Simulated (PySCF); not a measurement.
Working out the excitation energy of He

He 1s2 (1S) → He 1s1 2s1 (3S). Calculation: PySCF 2.14, in dyall-av3z (10s3p2d, 29 functions); no relativity, point nucleus. Frozen: nothing; the 4 highest virtual orbitals dropped. Energies in hartree (1 hartree = 27.21139 eV):

```csv
part,He (lower),He (upper)
UHF,-2.861661,-2.170990
MP2 opposite-spin,-0.034143,0.000000
MP2 same-spin,0.000000,-0.000717
```

Task: What does Hartree-Fock give?

Result: (-2.170990) − (-2.861661) = 0.690671 hartree = 18.794 eV.

Task: What do MP2 and SCS-MP2 (6/5 opposite-spin, 1/3 same-spin) give?

Result: The opposite-spin parts differ by 0.929 eV and the same-spin parts by -0.020 eV. MP2: 18.794 + (0.929) + (-0.020) = 19.703 eV. SCS-MP2: 18.794 + 1.2 × (0.929) + (-0.020)/3 = 19.902 eV.

Measured between the centres of the two terms (NIST): 19.820 eV, so MP2 (valence) is off by -0.117 eV.

What remains against the reference includes basis incompleteness and correlation beyond second order.
